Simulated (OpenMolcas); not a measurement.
Consider [Cu2(μ-Cl)2(Cl)4]2-, a planar model complex in vacuum (2 bridging Cl, bridge angle 90°, metal-metal distance 3.36 Å, Cu–Cl 2.38 Å; typed geometry, not optimised).

```xyz
8

Cu    -1.6801     0.0000     0.0000
Cu     1.6801     0.0000     0.0000
Cl     0.0000     1.6801     0.0000
Cl     0.0000    -1.6801     0.0000
Cl    -3.3276     1.6476     0.0000
Cl    -3.3276    -1.6476     0.0000
Cl     3.3276     1.6476     0.0000
Cl     3.3276    -1.6476     0.0000
```

### Question
Give the energies of the total-spin states at CASSCF(2,2) on the singly occupied d orbitals (ANO-RCC-VDZP, scalar-relativistic DKH2, RICD, no spin-orbit coupling, OpenMolcas), and the exchange constant.

### Answer
Local spins 1/2 and 1/2.

| total S | E (cm⁻¹) | natural occupations, lowest and highest |
|---|---|---|
| 1 | 0.0 | 1.000, 1.000 |
| 0 | 19.0 | 0.999, 1.001 |

J = 9.5 cm⁻¹ (ferromagnetic).

J is defined by H = −2J S1·S2, so negative values are antiferromagnetic. Wave-function values come from the highest and lowest total spin; broken-symmetry values use Yamaguchi's formula with the computed ⟨S²⟩. The active space holds the singly occupied metal orbitals alone, without bridging-ligand orbitals. No row is a measured value.
